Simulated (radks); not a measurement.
Task: Species: the calcium ion Ca3+. Configuration: [He] 2s2 2p4 3s2 3p5 3d2 (not the ground configuration). Method: non-relativistic Kohn-Sham, r2SCAN, spin-polarised, spherical densities, point nucleus; open shells are filled with parallel spins first; meta-GGA in the generalised Kohn-Sham scheme; computed with a radial shooting solver on a logarithmic mesh with Libxc functionals. Some entries of the table are withheld. Estimate them.

orbital,occ.,eigenvalue (hartree),<1/r> (bohr^-1),r(max) (bohr)
1s up,1,-150.3919,19.54,0.05082
1s down,1,-150.0687,19.57,0.05078
2s up,1,-18.97179,4.191,0.2945
2s down,1,-18.39639,4.158,0.2956
2p up,3,(1),4.114,0.2389
2p down,1,(2),4.084,0.2408
3s up,1,-3.41440,1.344,0.9182
3s down,1,-3.20208,1.313,0.9302
3p up,3,-2.65559,1.254,0.9296
3p down,2,-2.43632,1.220,0.9490
3d up,2,-1.45395,1.073,(3)
3d down,0,-1.24267,1.020,(4)

Result: 
(1) 2p up eigenvalue (hartree): -16.41127
(2) 2p down eigenvalue (hartree): -15.72936
(3) 3d up r(max) (bohr): 0.8859
(4) 3d down r(max) (bohr): 0.9278
